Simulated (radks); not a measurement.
Question: The mean radii <r> (bohr) of the occupied orbitals of an atom or ion are listed with their occupations. Calculated with a radial shooting solver on a logarithmic mesh with Libxc functionals: Dirac Kohn-Sham, BLYP, spin-unpolarised, spherical densities, finite nucleus; Fermi nuclear charge, rms radius of each element as measured or else 0.836 A^(1/3) + 0.57 fm.

| orbital | occ. | <r> |
|---|---|---|
| 1s1/2 | 2 | 0.02037 |
| 2s1/2 | 2 | 0.08590 |
| 2p1/2 | 2 | 0.07146 |
| 2p3/2 | 4 | 0.07874 |
| 3s1/2 | 2 | 0.2248 |
| 3p1/2 | 2 | 0.2146 |
| 3p3/2 | 4 | 0.2282 |
| 3d3/2 | 4 | 0.2012 |
| 3d5/2 | 6 | 0.2054 |
| 4s1/2 | 2 | 0.5020 |
| 4p1/2 | 2 | 0.5090 |
| 4p3/2 | 4 | 0.5378 |
| 4d3/2 | 4 | 0.5557 |
| 4d5/2 | 6 | 0.5650 |
| 5s1/2 | 1 | 1.042 |
| 4f5/2 | 6 | 0.6068 |
| 4f7/2 | 1 | 0.6113 |

Name the element and its charge. Open shells, if any, fill j = l - 1/2 first.

Answer: Z = 68, erbium, charge +14: Er14+ in [Kr] 4d10 4f7 5s1. The 1s radius gives Z: for a bare nucleus <r> = (2 gamma + 1)/(2Z) with gamma = sqrt(1 - (Z/c)^2), 0.02012 bohr for Z = 68, and screening makes it slightly larger (0.02037 here). The occupations add up to 54, and the charge is Z minus that.
